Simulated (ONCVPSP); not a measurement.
# PBE ONCV dataset for fluorine, scalar-relativistic all-electron reference.

fluorine (F), optimised norm-conserving Vanderbilt (ONCV), made with ONCVPSP 4.0.1 (PBE, scalar-relativistic). Core [He], reference 2s2 2p4 (charge +1). Waves: 2s: rc 0.65 bohr, ncon 3, nbas 7, qcut 11.4 1/bohr, 2 projectors, debl 2.9 Ha; 2p: rc 1.05 bohr, ncon 3, nbas 7, qcut 11.9 1/bohr, 2 projectors, debl 3.2 Ha. Local part: polynomial inside 0.45 bohr (lpopt 5, dvloc0 -1 Ha). Core correction: Teter function, fcfact 2.5, rcfact 1.7.

Poles of the logarithmic derivatives, all-electron (AE) and pseudo (PS). s: poles at no energy (AE) and no energy (PS) Ha. p: poles at 1.0 (AE) and 1.0 (PS) Ha. Test radii: s 0.66, p 1.06 bohr.

- Cutoffs needed: 56 Ha and 97 Ha (the cutoffs (Ha) at which the residual kinetic energy of the hardest occupied pseudo-wave falls to 1 and 0.1 mHa per electron)
- Ghost test: no bound ghost flagged; no localised positive-energy state flagged
- Largest excitation error: +189 meV (all-electron minus pseudo) for 2s2 2p2, out of 4 test configurations
- rms error of d²Exc/dni dnj: 2.41 mHa without and 1.40 mHa with the model core
